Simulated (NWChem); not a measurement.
System: CBrCl$_{3}$; SMILES ClC(Cl)(Br)Cl

The following NWChem deck was run.

```
start job
memory heap 200 mb stack 900 mb global 1100 mb
geometry units angstroms noautosym nocenter noautoz
  Cl     0.202875     1.655279     1.002990
  C      0.000000     0.000000     0.421277
  Cl    -1.534951    -0.651944     1.002990
  Cl     1.332076    -1.003335     1.002990
  Br     0.000000     0.000000    -1.527611
end
basis spherical
  * library pcsseg-1
end
dft
  xc pbe0
  iterations 150
end
property
  shielding 3 1 2 5
end
task dft property
```

The geometry was optimised at PBE0/def2-SVP.

GIAO values for the isolated, static molecule; σ is the absolute isotropic shielding, δ = σ(reference) − σ with the isolated reference molecule computed at the same levels (13C: tetramethylsilane). Spin-orbit effects, on the heavy nuclei and on their neighbours, are missing.

Atoms are numbered as in the input.

Task: Give the results of this calculation. (PBE0/pcSseg-1, GIAO.) Quantities: σ Cl1 (ppm); δ C2 (ppm); σ Br5 (ppm).

Result: 
```yaml
"σ Cl1 (ppm)": 303.8
"δ C2 (ppm)": 135.3
"σ Br5 (ppm)": 928.5
```
